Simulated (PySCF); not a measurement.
## AlIn⁺: energy against distance

Set-up: PySCF, spin-free X2C with a Gaussian nucleus, basis sets Al x2c-SVPall, In x2c-SVPall. Energies in eV from Al + In⁺ in their ground configurations at the same level. State: ²Σ⁺ (doublet), unpaired electrons σ ↑.

```csv
R (Å),UHF-MP2,PBE
2.961,-0.888,-1.141
3.099,-0.989,-1.240
3.236,-1.041,-1.296
3.340,-1.059,-1.317
3.443,-1.064,-1.326
3.546,-1.058,-1.326
3.684,-1.039,-1.316
3.856,-1.002,-1.291
4.063,-0.944,-1.252
4.338,-0.854,-1.190
```

Put a parabola through the three lowest points of the UHF-MP2 curve and estimate Re, k and ωe (reduced mass 21.85 u; 1 eV/Å² = 0.16022 mdyn/Å; ωe = 1302.8·√(k/μ) cm⁻¹).

Through R = 3.34, 3.443, 3.546 Å the second-order coefficient is 0.518 eV/Å², so Re ≈ 3.438 Å, k ≈ 0.166 mdyn/Å and ωe ≈ 114 cm⁻¹. A polynomial fit of higher order to the unrounded UHF-MP2 energies gives Re = 3.432 Å, k = 0.155 mdyn/Å, ωe = 110 cm⁻¹; anharmonicity and rounding make the difference.

The higher-order fit for each curve: UHF-MP2: Re = 3.432 Å, ωe = 110 cm⁻¹, De = 1.06 eV; PBE: Re = 3.493 Å, ωe = 95.5 cm⁻¹, De = 1.33 eV.

Correlated steps freeze 23 core orbitals. Correlated levels converge slowly with the basis: in double zeta they bind strong bonds too weakly, by up to about 1 eV, and carry superposition errors of some tenths. These are scalar-relativistic numbers at best; spin–orbit coupling would shift them, the dissociation energy most. For an ion De counts to the pair picked by the measured ionisation energies or electron affinities, which need not be the lowest pair at this level. The state is the lowest determinant that a PBE0 search found; another state may lie lower at other levels.
